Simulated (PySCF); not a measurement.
Rigid-rotor lines calculated for a species of formula H8NPSi2 (commonest isotopes; PBE0-D3(BJ)/def2-SVP geometry optimisation, gas phase (PySCF)), labelled J(Ka,Kc):

```csv
transition,MHz
"2(0,2) ← 1(0,1)",6764.0
"2(1,2) ← 1(1,1)",6474.8
"1(0,1) ← 0(0,0)",3393.8
"2(1,1) ← 1(1,0)",7100.3
"1(1,1) ← 0(0,0)",6340.8
```

Question: Find the rotational constants.

Answer: 1(0,1) ← 0(0,0) is B + C, 2(1,1) ← 1(1,0) is 3B + C and 2(1,2) ← 1(1,1) is B + 3C, so B − C is half the difference of the last two, 312.8 MHz. 1(1,1) ← 0(0,0) is A + C. A = 4800.3, B = 1853.3, C = 1540.5 MHz.

Question: What moments of inertia, asymmetry and inertial defect follow?

Answer: I = 505379 MHz·u·Å² over each constant: Ia = 105.28, Ib = 272.70, Ic = 328.06 u·Å²; κ = (2B − A − C)/(A − C) = -0.808 (asymmetric top); Δ = Ic − Ia − Ib = -49.92 u·Å².

Question: Which dipole components do these lines need?

Answer: μa and μb (a-type: ΔKa even, ΔKc odd; b-type: both odd). The calculation gives |μa| = 0.36 D, |μb| = 0.95 D, |μc| = 0.25 D.

Question: Where do these fall, and of which type are they? 1(1,0) ← 0(0,0); 2(2,1) ← 2(1,1); 2(2,0) ← 2(1,1); 3(2,1) ← 2(1,1); 3(3,1) ← 3(2,1); 1(1,0) ← 1(0,1); 1(1,1) ← 1(0,1); 3(1,3) ← 3(0,3); 3(2,2) ← 3(1,2).

Answer: 
```tsv
transition	MHz	type	branch
3(1,3) ← 3(0,3)	2268	c	Q
1(1,1) ← 1(0,1)	2947	c	Q
1(1,0) ← 1(0,1)	3260	b	Q
1(1,0) ← 0(0,0)	6654	c	R
3(2,2) ← 3(1,2)	8387	c	Q
2(2,1) ← 2(1,1)	8841	c	Q
2(2,0) ← 2(1,1)	8865	b	Q
3(3,1) ← 3(2,1)	15414	c	Q
3(2,1) ← 2(1,1)	19139	c	R
```

Question: Which structure gave them?

Answer: `N[SiH2]P[SiH3]`, point group C1. Three constants can't fix a structure by themselves; this is the one that was computed:
```
atom  x, y, z in Å
N1     1.988    0.632    0.766
Si2    1.214   -0.702   -0.009
P3    -0.464   -0.057   -1.412
Si4   -1.934    0.427    0.229
H5     1.556    1.055    1.579
H6     2.480    1.326    0.215
H7     2.204   -1.426   -0.862
H8     0.706   -1.603    1.071
H9    -0.961   -1.376   -1.658
H10   -3.243    0.856   -0.350
H11   -1.360    1.572    1.004
H12   -2.173   -0.706    1.178
```

The values belong to one conformer (point group C1) with, in the numbering `[NH2:1][SiH2:2][PH:3][SiH3:4]`, H–N1–Si2–P3 81° and -63°, N1–Si2–P3–Si4 -75°. Whether it is a minimum is left open (no frequencies). Zero-point vibration and centrifugal distortion are left out. A rigid rotor knows nothing of inversion at nitrogen or internal rotation, which can split or shift real lines. Quadrupole hyperfine structure (14N) is left out.

The run took 46 s on one thread of an Arm Neoverse V1, shared host, and the process peaked at 0.45 GiB of memory. These figures are those of the optimisation.
